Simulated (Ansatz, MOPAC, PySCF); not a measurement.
System: H₄BN₂O, net charge -1, singlet state. SMILES: NB(N)[O-]
Geometry: optimised at B3LYP-D3(BJ)/def2-TZVP (Ansatz, a first-principles code).

Unscaled harmonic wavenumbers (cm⁻¹) in rising order, each level at the stationary point that it reaches from this structure (no distance between atoms moves by over 0.3 Å); the order of modes can differ between levels, and a negative number is imaginary. B3LYP-D3(BJ)/def2-TZVP (PySCF, at the structure above): 331, 364, 376, 443, 488, 598, 721, 755, 864, 994, 1135, 1532, 1584, 1611, 3486, 3489, 3584, 3586.

AM1 (MOPAC): 195, 243, 478, 505, 610, 873, 961, 985, 1088, 1148, 1234, 1699, 1720, 1801, 3452, 3455, 3495, 3497. Zero-point energy 39.2 against 37.1 kcal/mol; where all levels lie over 400 cm⁻¹, the wavenumbers are on average 1.149 times those of B3LYP-D3(BJ)/def2-TZVP.

HF/3-21G (Ansatz): 336, 367, 392, 463, 492, 514, 746, 815, 929, 1071, 1230, 1716, 1782, 1812, 3645, 3649, 3749, 3752. Zero-point energy 39.3 against 37.1 kcal/mol; where all levels lie over 400 cm⁻¹, the wavenumbers are on average 1.055 times those of B3LYP-D3(BJ)/def2-TZVP.
